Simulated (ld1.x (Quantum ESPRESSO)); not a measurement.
**What one change does to a pseudopotential (neon, RRKJ)**

* Element: Ne
* Generator: ld1.x (Quantum ESPRESSO) 7.5
* Type: norm-conserving RRKJ (Kleinman–Bylander form)
* Functional: BLYP
* Relativity: scalar-relativistic
* Frozen core: [He]
* Valence charge: 8
* Reference configuration: 2s2 2p6
* Partial waves: 2p (bound): rc 0.85 bohr; 2s (bound): rc 0.70 bohr
* Local potential: the s channel
* Core correction: Bessel-smoothed model core inside 0.50 bohr
* rho0: 0.02

Change: functional PBE.

Cutoffs: the cutoffs (Ry, on a coarse ladder) from which the occupation-weighted sum of valence levels, in a spherical-Bessel basis at the reference potential, stays within 10 and 1 mRy of its value at 400 Ry; they do not see the model core or the augmentation charge, which bear on the density cutoff. Errors are all-electron minus pseudo energies relative to the spin-unpolarised reference configuration.

Problem. Predict the effect on cutoff, ghosts and configuration errors.

Solution. The potential gets neither clearly harder nor softer (200 Ry and 300 Ry → 200 Ry and 300 Ry); of the 6 tests that both files solve, the error grows in 0 and shrinks in 4 by more than 15 % and 0.3 meV (median size 14.0 → 9.9 meV); neither file shows a bound ghost.

| quantity | base | changed |
| --- | --- | --- |
| cutoff, loose | 200 Ry | 200 Ry |
| cutoff, tight | 300 Ry | 300 Ry |
| bound ghosts | none | none |
| error for 2s2 2p5, meV [ΔE 22.50 → 22.48 eV] | +0.3 | -0.4 |
| error for 2s2 2p4, meV [ΔE 65.79 → 65.74 eV] | +25 | +19 |
| error for 2s2 2p3, meV [ΔE 133.27 → 133.17 eV] | +143 | +117 |
| error for 2s2 2p5.5, meV [ΔE 8.88 → 8.87 eV] | -0.7 | -0.8 |
| error for 2s2 2p2, meV [ΔE 228.00 → 227.80 eV] | +496 | +420 |
| error for 2s1 2p6, meV [ΔE 45.75 → 45.88 eV] | +2.7 | -0.6 |
| s: phases at 0.95 bohr within 0.05 rad from the reference energy up to (Ry; the scan ends near 5) | to the end of the scan | to the end of the scan |
| p: phases at 0.95 bohr within 0.05 rad from the reference energy up to (Ry; the scan ends near 5) | to the end of the scan | to the end of the scan |
